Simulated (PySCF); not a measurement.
PySCF input (BP86/def2-SVP):

```python
from pyscf import gto, dft

mol = gto.M(
    atom='''
    C    -0.39279800    0.73414600    0.86074700
    F    -0.84589900    1.81629200    0.23090200
    Br    0.27968100   -0.62004100   -0.25708200
    H     0.18103500    0.94991400    1.75526800
    ''',
    basis='def2-svp',
    charge=0,
    spin=1,
    verbose=4,
)

mf = dft.UKS(mol, xc='bp86')
mf.grids.level = 3
mf.conv_tol = 1e-9
mf.max_cycle = 100
mf.max_memory = 1500
mf.kernel()
if not mf.converged:
    mf = mf.newton()
    mf.kernel(mf.make_rdm1())
mo, _, stable, _ = mf.stability(return_status=True)
if not stable:
    mf.kernel(mf.make_rdm1(mo, mf.mo_occ))
    stable = mf.stability(return_status=True)[2]
mf.dip_moment()
```

Output:

```
PySCF version 2.14.0

[INPUT] verbose = 4
[INPUT] num. atoms = 4
[INPUT] num. electrons = 51
[INPUT] charge = 0
[INPUT] spin (= nelec alpha-beta = 2S) = 1
[INPUT] symmetry False subgroup None
[INPUT] Mole.unit = angstrom
[INPUT] Symbol           X                Y                Z      unit          X                Y                Z       unit  Magmom
[INPUT]  1 C     -0.392798000000   0.734146000000   0.860747000000 AA   -0.742280642277   1.387334875445   1.626576092541 Bohr   0.0
[INPUT]  2 F     -0.845899000000   1.816292000000   0.230902000000 AA   -1.598517439043   3.432294442239   0.436341541614 Bohr   0.0
[INPUT]  3 Br     0.279681000000  -0.620041000000  -0.257082000000 AA    0.528520492244  -1.171707676001  -0.485814571555 Bohr   0.0
[INPUT]  4 H      0.181035000000   0.949914000000   1.755268000000 AA    0.342106568961   1.795077301890   3.316975795213 Bohr   0.0

nuclear repulsion = 154.192030863405
number of shells = 27
number of NR pGTOs = 129
number of NR cGTOs = 65
basis = def2-svp
ecp = {}

******** <class 'pyscf.dft.uks.UKS'> ********
method = UKS
initial guess = minao
damping factor = 0
level_shift factor = 0
DIIS = <class 'pyscf.scf.diis.CDIIS'>
diis_start_cycle = 1
diis_space = 8
diis_damp = 0
SCF conv_tol = 1e-09
SCF conv_tol_grad = None
SCF max_cycles = 100
direct_scf = True
direct_scf_tol = 1e-13
number electrons alpha = 26  beta = 25
XC library pyscf.dft.libxc version 7.1.2
    S. Lehtola, C. Steigemann, M. J. T. Oliveira, and M. A. L. Marques,  SoftwareX 7, 1–5 (2018)
XC functionals = bp86
    A. D. Becke,  Phys. Rev. A 38, 3098 (1988)
    J. P. Perdew,  Phys. Rev. B 33, 8822 (1986)
    J. P. Perdew,  Phys. Rev. B 34, 7406–7406 (1986)
radial grids:
    Treutler-Ahlrichs [JCP 102, 346 (1995); DOI:10.1063/1.469408] (M4) radial grids

becke partition: Becke, JCP 88, 2547 (1988); DOI:10.1063/1.454033
pruning grids: <function nwchem_prune>
grids dens level: 3
symmetrized grids: False
atomic radii adjust function: <function treutler_atomic_radii_adjust>
small_rho_cutoff = 0
Set gradient conv threshold to 3.16228e-05
tot grids = 58616
init E= -2711.65562449549
  alpha nocc = 26  HOMO = -0.172429812539681  LUMO = -0.0344094745326657
  beta  nocc = 25  HOMO = -0.305748300085124  LUMO = -0.172429812539678

WARN: HOMO -0.172429812539681 >= LUMO -0.172429812539678

cycle= 1 E= -2712.45310373863  delta_E= -0.797  |g|= 0.313  |ddm|= 1.57
  alpha nocc = 26  HOMO = -0.175991085893425  LUMO = -0.0349313115780721
  beta  nocc = 25  HOMO = -0.263622799836539  LUMO = -0.122046282787953
  HOMO = -0.175991085893  LUMO = -0.122046282788  gap/eV = 1.46791
cycle= 2 E= -2712.32422349927  delta_E= 0.129  |g|= 0.686  |ddm|= 0.625
  alpha nocc = 26  HOMO = -0.176398751322188  LUMO = -0.0145446412849877
  beta  nocc = 25  HOMO = -0.267816517548598  LUMO = -0.114608938055365
  HOMO = -0.176398751322  LUMO = -0.114608938055  gap/eV = 1.68139
cycle= 3 E= -2712.48360362889  delta_E= -0.159  |g|= 0.0601  |ddm|= 0.481
  alpha nocc = 26  HOMO = -0.181773990982913  LUMO = -0.0185510345135076
  beta  nocc = 25  HOMO = -0.276070302129916  LUMO = -0.115185698980921
  HOMO = -0.181773990983  LUMO = -0.115185698981  gap/eV = 1.81196
cycle= 4 E= -2712.48491624068  delta_E= -0.00131  |g|= 0.0154  |ddm|= 0.0724
  alpha nocc = 26  HOMO = -0.185346061129104  LUMO = -0.0193587501730859
  beta  nocc = 25  HOMO = -0.273881449307248  LUMO = -0.117175981890369
  HOMO = -0.185346061129  LUMO = -0.11717598189  gap/eV = 1.85500
cycle= 5 E= -2712.48494006175  delta_E= -2.38e-05  |g|= 0.0148  |ddm|= 0.0372
  alpha nocc = 26  HOMO = -0.183864904743736  LUMO = -0.0183952074154718
  beta  nocc = 25  HOMO = -0.274705039427501  LUMO = -0.114666810211993
  HOMO = -0.183864904744  LUMO = -0.114666810212  gap/eV = 1.88298
cycle= 6 E= -2712.48506562046  delta_E= -0.000126  |g|= 0.00172  |ddm|= 0.0179
  alpha nocc = 26  HOMO = -0.183986497717016  LUMO = -0.0182547219282716
  beta  nocc = 25  HOMO = -0.2745140112291  LUMO = -0.114499680004496
  HOMO = -0.183986497717  LUMO = -0.114499680004  gap/eV = 1.89083
cycle= 7 E= -2712.48506727081  delta_E= -1.65e-06  |g|= 0.000481  |ddm|= 0.00265
  alpha nocc = 26  HOMO = -0.184034578598723  LUMO = -0.018264814055601
  beta  nocc = 25  HOMO = -0.27455258896466  LUMO = -0.114433359269907
  HOMO = -0.184034578599  LUMO = -0.11443335927  gap/eV = 1.89395
cycle= 8 E= -2712.48506742826  delta_E= -1.57e-07  |g|= 0.000125  |ddm|= 0.000868
  alpha nocc = 26  HOMO = -0.184047769052319  LUMO = -0.0182531073731416
  beta  nocc = 25  HOMO = -0.274541742366656  LUMO = -0.114433445362364
  HOMO = -0.184047769052  LUMO = -0.114433445362  gap/eV = 1.89430
cycle= 9 E= -2712.4850674381  delta_E= -9.84e-09  |g|= 2.95e-05  |ddm|= 0.000194
  alpha nocc = 26  HOMO = -0.18404568517785  LUMO = -0.018254032695745
  beta  nocc = 25  HOMO = -0.274549438304688  LUMO = -0.114432685767007
  HOMO = -0.184045685178  LUMO = -0.114432685767  gap/eV = 1.89427
cycle= 10 E= -2712.48506743874  delta_E= -6.42e-10  |g|= 1.04e-05  |ddm|= 5.95e-05
  alpha nocc = 26  HOMO = -0.184044736010523  LUMO = -0.0182511017282776
  beta  nocc = 25  HOMO = -0.274545129527902  LUMO = -0.114432312841575
  HOMO = -0.184044736011  LUMO = -0.114432312842  gap/eV = 1.89425
Extra cycle  E= -2712.48506743868  delta_E= 6.5e-11  |g|= 1.8e-05  |ddm|= 3.08e-05
converged SCF energy = -2712.48506743868  <S^2> = 0.75214265  2S+1 = 2.0021415
uhf_internal: lowest eigs of H = [0.3955274  0.42339644 0.44189135]
<class 'pyscf.dft.uks.UKS'> wavefunction is stable in the internal stability analysis
Dipole moment(X, Y, Z, Debye):  0.63839,  0.03746,  0.77911
```

The geometry given is a B3LYP-D3(BJ)/def2-TZVP minimum.
